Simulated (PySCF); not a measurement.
Ni: ionisation energy

Ni [Ar] 3d8 4s2 (3F) → Ni+ [Ar] 3d9 (2D), as a difference of total energies. Calculation: PySCF 2.14, in x2c-TZVPPall with one added diffuse shell each of s, p, d, f type (7s6p5d3f1g, 80 functions); the spin-free X2C one-electron Hamiltonian (Gaussian nucleus). Correlated levels: valence: [Ar] frozen. The calculations carry no spin-orbit coupling.

Problem. Order these methods by the ionisation energy they give, lowest first.
A. UHF
B. MP2 (valence)
C. CCSD(T) (valence)
D. CCSD (valence)

Solution. B (7.004 eV), C (7.824 eV), D (7.850 eV), A (8.224 eV).

The reference lies between the lowest fine-structure levels, while these numbers refer to the centres of the terms.

Errors of the correlated levels include the incompleteness of this basis and the frozen core.

For comparison: 7.640 eV (measured; NIST Atomic Spectra Database, ionization energies).
